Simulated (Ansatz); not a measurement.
Ansatz (a quantum-chemistry and plane-wave program) input:

Ansatz 0.2 input:
```yaml
crystal:
  periodic: [false, false, false]
  atoms:
    - {symbol: C, position_ang: [-1.57063250, 0.26208569, 0.23613202]}
    - {symbol: C, position_ang: [-0.64439436, -0.96129642, 0.36285568]}
    - {symbol: C, position_ang: [0.56311878, -0.02069684, 0.39094693]}
    - {symbol: C, position_ang: [-0.33820673, 1.15742028, 0.01233812]}
    - {symbol: N, position_ang: [1.62952464, -0.34145986, -0.61554282]}
    - {symbol: H, position_ang: [-2.10140344, 0.49084354, 1.15431515]}
    - {symbol: H, position_ang: [-2.28363774, 0.22992601, -0.58130791]}
    - {symbol: H, position_ang: [-0.66853425, -1.60676385, -0.51273145]}
    - {symbol: H, position_ang: [-0.78322161, -1.57375988, 1.24879319]}
    - {symbol: H, position_ang: [1.03940545, 0.07194293, 1.36705511]}
    - {symbol: H, position_ang: [-0.26240775, 2.03135245, 0.65254747]}
    - {symbol: H, position_ang: [-0.22347394, 1.47396692, -1.02237124]}
    - {symbol: H, position_ang: [2.09693847, -1.22694683, -0.38157469]}
    - {symbol: H, position_ang: [2.33309151, 0.40748833, -0.65221952]}
    - {symbol: H, position_ang: [1.19724455, -0.43303478, -1.54546215]}
basis:
  gaussian:
    orbitals: def2-TZVP
hamiltonian:
  xc: b3lyp
  dispersion: d3bj
total_charge: 1
relax: {f_tol: 0.002, max_steps: 150}
```

Task: What final total energy does it print?

Result: -213.02970 Eh (B3LYP-D3(BJ)/def2-TZVP). The basis has 215 functions.

It need not be the lowest isomer of its formula.
